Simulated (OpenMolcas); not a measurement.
## S2+: CASPT2 settings compared

```yaml
Program: OpenMolcas 26.06
Basis: ANO-L-VQZP [6s5p3d2f]
Scalar_Hamiltonian: non-relativistic, point nucleus
Active_space: 4 electrons in 8 orbitals (3s 3p 4s 4p)
State_averaging: 2S+1 = 3 even, 3 roots; 2S+1 = 1 even, 6 roots kept (CI in the orbitals of an earlier block); 2S+1 = 5 odd, 1 root; 2S+1 = 3 odd, 9 roots kept (CI in the orbitals of an earlier block); 2S+1 = 1 odd, 8 roots kept (CI in the orbitals of an earlier block)
Spin-orbit_coupling: state interaction with AMFI integrals over the reference wave functions, term energies averaged over their components
```

Methods on the same reference wave functions:
A. CASSCF
B. XMS-CASPT2, IPEA 0.6 Eh, real shift 0.1 Eh (closed shells correlated: none)
C. XMS-CASPT2, IPEA 0.75 Eh, real shift 0.15 Eh (closed shells correlated: 2s 2p)

Energies in cm⁻¹ above 3s² 3p² ³P₀, the measured ground level; measured values from NIST levels in Podobedova, Kelleher and Wiese, J. Phys. Chem. Ref. Data 38, 171 (2009).

```
      Level       A       B       C  Measured
3s² 3p² ³P₀     0.0     0.0     0.0       0.0
3s² 3p² ³P₁     257     256     256       299
3s² 3p² ³P₂     726     723     723       833
3s² 3p² ¹D₂   14059   11280   11230     11323
3s² 3p² ¹S₀   25199   26600   26600     27161
3s 3p³ ⁵S°₂   45978   54070   54470     58672
3s 3p³ ³D°₁   92804   81980   83250     84019
3s 3p³ ³D°₂   92824   82000   83270     84047
3s 3p³ ³D°₃   92872   82050   83310     84099
3s 3p³ ³P°₀  106283  100560  101150          
3s 3p³ ³P°₁  106305  100580  101170          
3s 3p³ ³P°₂  106346  100620  101210
```

Deviations, from unrounded energies. A percentage is the sum of absolute deviations over the sum of measured energies, with the sign that they share, or ± where signs differ.

```
                        Against measurement  Levels      A      B      C
             mean absolute deviation (cm-1)       8   5500   1400    920
      fine structure of the ground term (%)       2  -13.1  -13.5  -13.5
other terms of the ground configuration (%)       2  ±12.2   -1.6   -1.7
                   other configurations (%)       4  ±12.6   -3.5   -2.1
```

C lies closest to measurement on these levels and A furthest from it. The largest miss of C in the table is 3s 3p³ ⁵S°₂, by -4200 cm-1. The ranking rests on the paired levels alone, and a cruder setting can come out closer through cancelling errors.

Between B and C the level of the table that moves most is 3s 3p³ ³D°₃, by 1300 cm-1 (lowest in B, highest in C). Moves below CASPT2's spread within the term are not significant.

The mean deviations of B to C differ by less than CASPT2's widest spread within a term (620 cm-1), so their order carries little weight.

From A to B the spin-free energies of the other terms of 3s² 3p² shown, above ³P, scale by factors of 0.79 to 1.06.

The lowest spin-free term lies below A's lowest term by 0.061 hartree in B, 0.098 hartree in C.

CASPT2 does not keep the components of a term degenerate, so their means are used; among the terms shown or strongly mixed into the levels shown the widest spread is 620 cm-1 (3s 3p³ ³D°, C). Over all roots computed the reference weight is 0.89 to 0.99 in B, 0.91 to 0.99 in C; the roots of lowest weight are the least certain, and an intruder state may touch them. Terms from blocks run as CI alone lack orbitals of their own. Active for correlation alone: 4p 4s; no level in the range computed is led by a configuration that fills them, so any true level of that kind is missing. Terms of s pⁿ other than that of highest spin mix with s² pⁿ⁻² d, which this space lacks; all of them can be thousands of cm-1 off, and some have no real level of that name. Measured partners are found by configuration, term and J. A level has none where our copy of the source lacks it or the pairing is in doubt (some pairs that miss far off the trend of their configuration count as doubtful), and it then counts in no deviation. Only configurations of the active space appear. The table leaves out levels that lie high or whose names do not pair safely across all columns.

° marks odd parity.
